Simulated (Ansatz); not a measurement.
## Abstraction of H: SnH4 + SiH(CH3)Cl → SnH3 + SiH2(CH3)Cl

Species: SnH4 `[SnH4]`, singlet; SiH(CH3)Cl, doublet; SnH3 `[SnH3]`, doublet; SiH2(CH3)Cl ((chlorosilyl)methane), singlet. A radical takes H: the energy is the difference in strength between the Sn–H bond broken and the Si–H bond made.

Shapes, held fixed at every level: PBE0-D4/def2-TZVP. Programs: Ansatz 0.2.0. The zero-point and thermal change to 298 K, harmonic and unscaled (PBE0-D4/def2-TZVP), is +2.4 kJ/mol.

(1) Estimate ΔH(298 K) of this reaction.

Results:

(1) The highest level, CCSD(T)/def2-TZVPP, gives ΔH(298 K) = -66.2 kJ/mol; the levels span -71.6 to -57.2. The column of differences is taken from that level and isn't an error. No measured value is set beside it here. Open shells run unrestricted unless RO is named. For atoms past krypton def2 sets carry core potentials with scalar relativity. Correlated rows may include outer-core shells of Sn, which these sets cover unevenly.

```csv
level,kind,ΔH(298 K) (kJ/mol),less CCSD(T)/def2-TZVPP
PBE-D4/def2-TZVPP,GGA,-57.2,+9.0
PBE0-D4/def2-TZVPP,global hybrid,-61.0,+5.2
r2SCAN0-D4/def2-TZVPP,global hybrid,-63.9,+2.3
MP2/def2-SVP,perturbation theory,-71.6,-5.4
MP2/def2-TZVPP,perturbation theory,-67.7,-1.5
CCSD/def2-SVP,coupled cluster or CI,-71.1,-4.9
CCSD(T)/def2-TZVPP,coupled cluster or CI,-66.2,0.0
```
